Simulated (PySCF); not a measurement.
Core binding energy against partial charge

Species: C4H9F3Si2.
Geometry (PBE0-D3(BJ)/def2-SVP, Å), atoms numbered from 1 in this order:
```
atom  x, y, z in Å
F1     3.4797   -1.7402   -1.1093
C2     2.5433   -1.2608   -0.3307
F3     2.7916   -1.4880    0.9403
C4     1.4612   -0.6082   -0.7557
F5     1.3102   -0.4370   -2.0768
C6     0.3870   -0.0312    0.0911
Si7    0.3522    1.8731   -0.1291
C8    -0.9677   -0.7072   -0.1891
Si9   -2.4448   -0.1406    0.8483
H10    0.6758   -0.1930    1.1433
H11   -0.3872    2.4847    1.0161
H12    1.7563    2.3791   -0.1352
H13   -0.3306    2.2442   -1.4032
H14   -1.2344   -0.5796   -1.2523
H15   -0.8682   -1.7965   -0.0338
H16   -2.1071   -0.2024    2.3044
H17   -2.8418    1.2606    0.5122
H18   -3.6021   -1.0443    0.5738
```

Binding energies: PySCF, delta-SCF UKS SCAN, pcX-2 on the ionised atom, pcseg-1 elsewhere, spin-free X2C. Charges: PBE0/pcSseg-1 ground-state density, for the ionised atom.

```json
{"atom": "C8", "environment": "sp3 carbon bound to silicon", "C 1s (eV)": "290.52", "Mulliken (e)": "-0.479", "IAO (e)": "-0.530", "Hirshfeld (e)": "-0.156", "ESP (e)": "-0.336"}
{"atom": "C6", "environment": "sp3 carbon bound to silicon", "C 1s (eV)": "291.08", "Mulliken (e)": "-0.554", "IAO (e)": "-0.379", "Hirshfeld (e)": "-0.115", "ESP (e)": "-0.053"}
{"atom": "C4", "environment": "vinylic C–F carbon", "C 1s (eV)": "293.07", "Mulliken (e)": "+0.146", "IAO (e)": "+0.184", "Hirshfeld (e)": "+0.037", "ESP (e)": "-0.124"}
{"atom": "C2", "environment": "=CF2 carbon", "C 1s (eV)": "294.99", "Mulliken (e)": "+0.561", "IAO (e)": "+0.493", "Hirshfeld (e)": "+0.138", "ESP (e)": "+0.394"}
```

Problem. How well does each charge scheme correlate with the binding energies over these sites?

Solution. Hirshfeld: r = 1.00, slope 14.9 eV per e; IAO: r = 0.99, slope 4.2 eV per e; Mulliken: r = 0.98, slope 3.8 eV per e; ESP: r = 0.87, slope 5.8 eV per e. On 4 points no scheme stands out.

Problem. The point-charge model writes a binding energy as kq + V + constant, with V the potential of the other atoms' charges at the site. What does it give with the Hirshfeld charges?

Solution. V = Σ 14.40 eV Å × q/r over all other atoms: +2.08 eV at C8, +1.57 eV at C6, -0.31 eV at C4, -1.44 eV at C2. Fitting binding energy − V to q gives k = 26.9 eV per e and leaves an rms residual of 0.13 eV, against 0.16 eV for the fit on q alone. The model has no term for differences in relaxation between sites.

Geometry: PBE0-D3(BJ)/def2-SVP, one conformer, isolated molecule.
